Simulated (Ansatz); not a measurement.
`C[NH][Al]([Cl])[Cl]` → `[Cl][AlH][Cl]` + `C=N` at 700 K and 1 bar (β-hydride elimination).

Isolated molecules relaxed with PBE0-D4/def2-TZVP in Ansatz; ΔE leaves out vibrations. CCSD(T)/CBS is the MP2 limit (def2-TZVPP, def2-QZVPP) plus CCSD(T) − MP2 in def2-TZVPP, frozen cores. This one scheme is used for every species. Each species was taken in one conformer, which may not be the lowest.

| species | CCSD(T)/CBS energy (Eh) | H − E (kJ/mol) | S (J/(mol·K)) |
| --- | --- | --- | --- |
| `C[NH][Al]([Cl])[Cl]` | -1256.91293 | 225.1 | 468.8 |
| `[Cl][AlH][Cl]` | -1162.30651 | 67.3 | 346.6 |
| `C=N` | -94.52360 | 135.6 | 268.6 |

H − E and S are ideal-gas, rigid-rotor, harmonic terms from PBE0-D4/def2-TZVP, for one conformer and one mirror image of each species. 1 Eh = 2625.50 kJ/mol, R = 8.31446 J/(mol·K).

**Question.** By hand: ΔE, ΔH, ΔS and ΔG.

**Answer.** ΔE = (-1162.30651) + (-94.52360) − (-1256.91293) = 0.08282 Eh = 217.4 kJ/mol. Δ(H − E) = 67.3 + 135.6 − 225.1 = -22.2, so ΔH = 195.2 kJ/mol. ΔS = 346.6 + 268.6 − 468.8 = 146.4 J/(mol·K). ΔG = 195.2 − 700 × (146.4)/1000 = 92.7 kJ/mol.

**Question.** By hand: the equilibrium constant, and the temperature at which ΔG would vanish if ΔH and ΔS stayed fixed.

**Answer.** log₁₀ K = −ΔG/(RT ln 10) = -6.9. ΔG = 0 at ΔH/ΔS = 1333 K.

The number of gas molecules changes by +1, which sets the sign of ΔS. A doubt of 5 kJ/mol in ΔE shifts log₁₀ K by 0.4 here. Other conformers and mirror images would add mixing entropy, several J/(mol·K) or more a flexible species. These are equilibria of isolated gas molecules and say nothing of rates. Largest T1 diagnostic: 0.012 (customary marks: 0.02 for closed shells, 0.045 for open ones).
